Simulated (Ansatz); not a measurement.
Cost and result for the atomization energy of `O/C([TeH])=C\S` (9 atoms, 8 bonds).

```xyz
9

O    -0.649    1.178    0.211
C     0.235    0.153    0.080
Te    2.270    0.608   -0.181
C    -0.173   -1.114    0.171
S    -1.804   -1.634    0.502
H    -0.164    2.002    0.313
H     2.079    1.132   -1.749
H     0.529   -1.921    0.021
H    -2.324   -0.404    0.633
```

Charge 0, multiplicity 1. Correlated methods include outer-core shells of Te, which these sets cover unevenly. Te: def2 effective core potential. The geometry is a stationary point of PBE0-D4/def2-TZVP. It is one conformer, not always the lowest. Program: Ansatz. All runs use 4 threads of an Arm Neoverse V1 on a shared host. Times are those of one run each, without the atoms' runs, and a repeat can differ threefold. Electronic energies, without spin–orbit coupling; frozen cores. CCSD(T)/CBS adds CCSD(T) − MP2 in def2-TZVPP to the MP2 limit, and its time is that of the two runs behind it. T1 = 0.013. With those shells the extrapolation isn't a true limit. B3LYP takes the VWN-RPA correlation (the form of Gaussian; ORCA's B3LYP/G).

CCSD(T)/CBS is a level of theory with its own doubt, some kJ/mol a heavy atom from the limit and from the frozen cores, so smaller differences don't rank the functionals.

```json
{"level": "PBE-D4/def2-TZVPP (with forces)", "functions": "241", "wall time": "2.8 s"}
{"level": "PBE0-D4/def2-TZVPP", "functions": "241", "wall time": "3.6 s"}
{"level": "r2SCAN-D4/def2-TZVPP (with forces)", "functions": "241", "wall time": "6 s"}
{"level": "B3LYP-D4/def2-TZVPP (with forces)", "functions": "241", "wall time": "6 s"}
{"level": "B2PLYP/def2-TZVPP", "functions": "241", "wall time": "7 s"}
{"level": "ωB97X-V/def2-TZVPP", "functions": "241", "wall time": "9 s"}
{"level": "ωB97M-V/def2-TZVPP (with forces)", "functions": "241", "wall time": "13 s"}
{"level": "MP2/def2-QZVPP", "functions": "443", "wall time": "26 s"}
{"level": "CCSD(T)/def2-TZVPP", "functions": "241", "wall time": "4.2 min"}
{"level": "CCSD(T)/CBS(def2)", "functions": "–", "wall time": "4.7 min"}
```

**Question.** What atomization energy does each give, and how far from CCSD(T)/CBS? (An estimate is asked.)

**Answer.** Computed: 
```
                             level  atomization (kcal/mol)  difference from CCSD(T)/CBS  per bond
   PBE-D4/def2-TZVPP (with forces)                   780.7                         28.1       3.5
                PBE0-D4/def2-TZVPP                   755.4                          2.8       0.3
r2SCAN-D4/def2-TZVPP (with forces)                   753.8                          1.2       0.1
 B3LYP-D4/def2-TZVPP (with forces)                   748.2                         -4.4      -0.6
                 B2PLYP/def2-TZVPP                   737.9                        -14.7      -1.8
                ωB97X-V/def2-TZVPP                   750.6                         -2.0      -0.3
  ωB97M-V/def2-TZVPP (with forces)                   750.0                         -2.6      -0.3
                    MP2/def2-QZVPP                   760.9                          8.3       1.0
                CCSD(T)/def2-TZVPP                   725.7                        -26.9      -3.4
                 CCSD(T)/CBS(def2)                   752.6                          0.0       0.0
```

In def2-TZVPP, CCSD(T) changes the Hartree–Fock value by +235.6 kcal/mol (the triples alone add +19.0 kcal/mol) and MP2 by +254.9 kcal/mol; breaking electron pairs costs correlation energy, which Hartree–Fock lacks. From PBE to PBE0 (25 % exact exchange), in def2-TZVPP and without D4, the atomization energy moves by −24.4 kcal/mol: exact exchange takes away binding that semilocal exchange gives to molecules. The D4 term adds +9.8 kcal/mol with B3LYP and +5.1 kcal/mol with PBE0; it sums over pairs of atoms, weighted by their polarisabilities, and B3LYP, whose exchange is more repulsive, gets the larger term.

Spin–orbit coupling would lower the free Te atoms strongly, and the atomization energy with them, by more than many differences here.
